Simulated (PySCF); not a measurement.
TeHCl, SMILES [TeH]Cl.

Coordinates come from a B3LYP-D3(BJ)/def2-TZVP optimisation. The def2 effective core potentials stand for the cores of Te; spin–orbit coupling is left out.

All values below come from PySCF with B3LYP-D3(BJ)/def2-TZVP.

Frequencies are harmonic and unscaled.

Computed harmonic wavenumbers and intensities:
```
mode  ν (cm⁻¹)  IR (km/mol)  Raman (Å⁴/amu)  depolarisation  moving atoms (share of kinetic energy)
----  --------  -----------  --------------  --------------  --------------------------------------
1          361         22.2            14.2            0.29                        Cl 78 %, Te 22 %
2          653          5.0            18.0            0.66                                  H 98 %
3         2106         41.3           187.7            0.29                                  H 99 %
```
